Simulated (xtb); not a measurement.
H₅Si₂, SMILES [SiH3][SiH2] (connectivity only; charge and spin as stated), charge +1, multiplicity 1. All values are semi-empirical tight-binding results from xtb (GFN2-xTB unless named), good for trends rather than for accurate numbers. Geometry optimised at GFN2-xTB. The multiplicity is an assumed one; other spin states were not compared. The isomer is the one that the SMILES or the coordinates give; other isomers of the formula were not compared.

Optimised geometry:

```xyz
7

Si     1.1990    -0.1358     0.0101
Si    -1.1692     0.1312    -0.0102
H      2.2299     0.9091    -0.0044
H      1.9897    -1.3727     0.0459
H     -1.6147    -0.3543     1.2990
H     -1.3858     1.5694    -0.2052
H     -1.6372    -0.6872    -1.1329
```
Charge +1, spin multiplicity 1.

| Quantity | Value |
|---|---|
| orbital gap | 2.78 eV |
| zero-point energy | 23.3 kcal/mol |
| G − E(el) at 298.15 K (modified RRHO) | 5.9 kcal/mol |
| static polarisability (D4 model) | 61.4 bohr³ |
| solvation energy, GFN2-xTB/ALPB(water) | -46.8 kcal/mol |
| solvation energy, GFN2-xTB/ALPB(octanol) | -44.0 kcal/mol |

Computed atomic charges and the Wiberg bond orders between heavy atoms:
charges (e) Si1 0.50, Si2 0.44, H3 0.04, H4 0.05, H5 -0.01, H6 -0.01, H7 -0.01. Bond orders Si1–Si2 0.86.
